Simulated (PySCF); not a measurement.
LaI at ωB97M-V

Level: ωB97M-V. La def2-TZVPP with ECP46, I def2-TZVPP with ECP28; scalar-relativistic core potentials (PySCF 2.14).

```json
{"state": "triplet, about 0.1 electrons in the 4f shell (Mulliken)", "bond length": "2.972 Å", "harmonic wavenumber": "171 cm⁻¹", "force constant": "1.14 mdyn/Å", "rotational constant Be": "0.02878 cm⁻¹", "anharmonicity ωexe": "0.292 cm⁻¹", "vibration–rotation constant αe": "6.86e-05 cm⁻¹", "well depth De to La (5d1 6s2) + I": "363 kJ/mol", "dissociation energy D0": "362 kJ/mol", "bond order (Mayer)": "1.12", "dipole moment (positive dipole means La(−)I(+))": "-5.74 D"}
```

Spin–orbit coupling is left out, which matters for elements this heavy, above all for dissociation energies. With d or f electrons several states lie close, and the lowest PBE0 determinant need not be the measured ground state.
